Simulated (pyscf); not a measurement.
**•H₂C–GaH–CH₃, doublet**

Gas-phase minimum from PySCF at ωB97X-D3(BJ)/def2-SVP, one conformer. •H₂C–GaH–CH₃ lies 21.3 kcal/mol over its isomer [H₃C–Ga–CH₃]• (electronic energy, ωB97M-D3(BJ)/def2-TZVP). 

SMILES: [CH2][GaH][CH3]
```xyz
9

C     -1.4434     1.4807    -0.1926
Ga    -1.7025    -0.4402    -0.0796
C     -0.1591    -1.6522     0.0494
H     -0.4536     1.9577    -0.1896
H     -2.2666     2.2038    -0.2662
H     -3.1726    -0.9983    -0.0926
H      0.8027    -1.1172     0.0353
H     -0.1672    -2.3746    -0.7840
H     -0.2135    -2.2435     0.9790
```
Charge 0, spin multiplicity 2.

Bonds (Å): C1–Ga2 1.942, C1–H4 1.099, C1–H5 1.098, Ga2–C3 1.967, Ga2–H6 1.572, C3–H7 1.101, C3–H8 1.103, C3–H9 1.103. Angles (°): Ga2–C1–H4 123.3, Ga2–C1–H5 123.7, H4–C1–H5 112.9, C1–Ga2–C3 120.6, C1–Ga2–H6 118.4, C3–Ga2–H6 121.0, Ga2–C3–H7 112.7, Ga2–C3–H8 110.4, Ga2–C3–H9 110.3, H7–C3–H8 108.4, H7–C3–H9 108.3, H8–C3–H9 106.6.

Properties at ωB97X-D3(BJ)/def2-SVP:

| Item | Result |
|---|---|
| Harmonic wavenumbers, unscaled | 49, 158, 209, 429, 543, 579, 620, 643, 694, 738, 784, 1242, 1384, 1440, 1444, 1980, 3061, 3138, 3152, 3175, 3239 cm⁻¹ |
| Zero-point energy | 41.0 kcal/mol |
| Rotational symmetry number | 1 |
| Entropy of this conformer at 298 K and 1 atm, rigid rotor and harmonic oscillator, modes under 100 cm⁻¹ raised to 100 | 322.0 J/(mol K) |
| Dipole moment | 0.69 D |
| Spin expectation value S2 | 0.753 |

Single-point totals, which compare only within one level:

| level | total energy (hartree) |
|---|---|
| ωB97X-D3(BJ)/def2-TZVP | -2004.64728 |
| PBE/def2-TZVP | -2004.22002 |
| r²SCAN/def2-TZVP | -2004.57406 |
| B3LYP-D3(BJ)/def2-TZVP | -2004.70242 |
| PBE0-D3(BJ)/def2-TZVP | -2004.28269 |
| M06-2X/def2-TZVP | -2004.58033 |
| ωB97M-D3(BJ)/def2-TZVP | -2004.67868 |

The lowest mode is so soft that the shape along it may change with the basis. Soft torsions are taken as harmonic, which can shift the entropy by several J/(mol K). Elements up to Kr have no core potential and no relativistic terms here.
